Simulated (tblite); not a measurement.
C5H13NOSi2.
Structure used (GFN2-xTB), in Å, numbered top down from 1:
```
atom  x, y, z in Å
C1     0.2653    2.8239   -0.2121
C2     1.0134    1.5237   -0.1301
O3     2.2007    1.4399   -0.3486
Si4    0.0042   -0.0474    0.3466
C5     1.2002   -1.5143    0.4519
Si6    1.9753   -2.0112   -1.2179
C7    -1.6939   -0.3685   -0.4812
C8    -2.3352   -0.1818    0.8963
N9    -1.1517    0.3126    1.5848
H10   -0.3386    2.9447    0.6836
H11    0.9408    3.6670   -0.3373
H12   -0.4117    2.7693   -1.0627
H13    0.6945   -2.3781    0.8844
H14    2.0093   -1.2535    1.1327
H15    2.7870   -3.2161   -1.0038
H16    2.8026   -0.9362   -1.7490
H17    0.9007   -2.3394   -2.1633
H18   -2.0389    0.3606   -1.2064
H19   -1.8428   -1.3592   -0.8953
H20   -3.1472    0.5504    0.9212
H21   -2.7031   -1.1236    1.3144
H22   -1.1412    0.3565    2.5909
```

Calculated harmonic vibrations of the isolated species, GFN2-xTB (tblite), most abundant isotopes, no scaling. The method is semi-empirical: single wavenumbers can be off by several per cent or more. Modes of hydrogen on silicon can be 10 to 20 % off. One conformer, not necessarily the lowest.

Harmonic wavenumbers (cm⁻¹): 29.9, 41.0, 81.4, 87.9, 95.6, 113.6, 118.4, 142.1, 197.9, 199.7, 288.9, 355.8, 426.6, 439.8, 490.7, 511.3, 572.8, 640.1, 676.1, 706.2, 723.4, 746.6, 781.5, 785.0, 794.7, 816.4, 892.4, 918.2, 936.5, 971.2, 1006.8, 1026.9, 1064.9, 1116.0, 1122.7, 1137.7, 1155.3, 1191.4, 1230.5, 1318.1, 1353.2, 1440.8, 1445.6, 1446.2, 1472.4, 1507.1, 1735.1, 2215.9, 2223.0, 2325.4, 2903.7, 2939.0, 2973.8, 2992.0, 3017.6, 3032.0, 3034.1, 3042.1, 3044.7, 3456.6.

A = 1352, B = 941.7, C = 646.9 MHz; mass 159.054 u (most abundant isotopes); point group C1, symmetry number 1.

Q: Zero-point energy?

A: Half the sum of the wavenumbers: 36776 cm⁻¹ = 105.15 kcal/mol.

Q: What is S at 200 K and 1 bar for an ideal gas of classical rigid rotors and harmonic oscillators?

A: Translation 39.14, rotation 29.16, vibration 31.56: S = 99.9 cal/(mol K).

Q: And Cp and H(200 K) − H(0)?

A: Cp = 36.57 cal/(mol K), of which vibrations give 28.62 (their classical limit is 60 R = 119.2); H(200 K) − H(0) = 4.78 kcal/mol without the zero-point energy, 3.19 from vibrations.

Q: Blend soft modes into free rotors: weight 1/[1 + (100 cm⁻¹/ν̃)⁴] for the oscillator and the rest for a rotor with moment μB/(μ + B), μ = h/(8π²ν), B = 10⁻⁴⁴ kg m². What vibrational entropy results?

A: 28.49 cal/(mol K) in place of 31.56, which changes −T·S at 200 K by +0.61 kcal/mol.

Q: Which modes carry the vibrational entropy at 200 K?

A: 29.9 cm⁻¹: 5.04; 41.0 cm⁻¹: 4.42; 81.4 cm⁻¹: 3.08; 87.9 cm⁻¹: 2.93; 95.6 cm⁻¹: 2.77; 113.6 cm⁻¹: 2.44 cal/(mol K); the other 54 give 10.87 together.

Q: What must be added to the electronic energy to get the Gibbs energy at 200 K and 1 bar?

A: ZPE + [H(200 K) − H(0)] − T·S = 105.15 + 4.78 − 19.97 = 89.96 kcal/mol.

Q: How do the functions run with temperature in this model?

A: 
| T (K) | S (cal/(mol K)) | Cp (cal/(mol K)) | H − H(0) (kcal/mol) | G − H(0) (kcal/mol) | ln q(vib) |
| --- | --- | --- | --- | --- | --- |
| 150 | 90.2 | 30.7 | 3.10 | -10.43 | 5.77 |
| 250 | 108.7 | 42.8 | 6.77 | -20.40 | 9.81 |
| 298.15 | 116.7 | 48.7 | 8.97 | -25.83 | 11.63 |
| 400 | 132.7 | 60.3 | 14.54 | -38.54 | 15.35 |
| 600 | 160.6 | 77.4 | 28.43 | -67.95 | 22.23 |
| 900 | 195.4 | 93.6 | 54.30 | -121.54 | 31.57 |

q(vib) and H(0) count from the zero-point level.

Hindered rotation and anharmonicity are outside this model. Other conformers, if any are populated, would add a mixing term that is left out. The structure is chiral; the term R ln 2 for an equal mix with its mirror image is left out.
